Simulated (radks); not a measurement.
Be0.3+, configuration [He] 2s1.7 (fractional occupations, a model configuration). Calculated with a radial shooting solver on a logarithmic mesh with Libxc functionals: non-relativistic Kohn-Sham, BLYP, spin-unpolarised, spherical densities, point nucleus.

Normalised radial functions P(r) = r R(r), r in bohr:

r            1s       2s
0.0155   0.2144   0.0460
0.01908  0.2602   0.0559
0.02349  0.3147   0.0676
0.02892  0.3791   0.0813
0.03561  0.4544   0.0974
0.04384  0.5413   0.1160
0.05398  0.6399   0.1369
0.06646  0.7496   0.1601
0.08183  0.8682   0.1848
0.1007   0.9919   0.2100
0.124    1.1143   0.2339
0.1527   1.2266   0.2540
0.188    1.3175   0.2668
0.2315   1.3738   0.2680
0.285    1.3823   0.2523
0.3482   1.3356   0.2166
0.4286   1.2255   0.1537
0.5278   1.0575   0.0622
0.6498   0.8475  -0.0566
0.8      0.6215  -0.1963
0.985    0.4094  -0.3446
1.213    0.2365  -0.4830
1.493    0.1170  -0.5921
1.838    0.0479  -0.6485
2.263    0.0155  -0.6363
2.787    0.0038  -0.5575
3.431    0.0006  -0.4320
4.224    0.0001  -0.2916
5.201    0.0000  -0.1671
6.404    0.0000  -0.0788
7.884    0.0000  -0.0295

1s: eigenvalue -109.70 eV, 0 radial nodes, <r> = 0.421 bohr, 90 % of the charge inside 0.760 bohr. 2s: eigenvalue -7.766 eV, 1 radial node at r = 0.592 bohr, <r> = 2.49 bohr, 90 % of the charge inside 3.95 bohr.
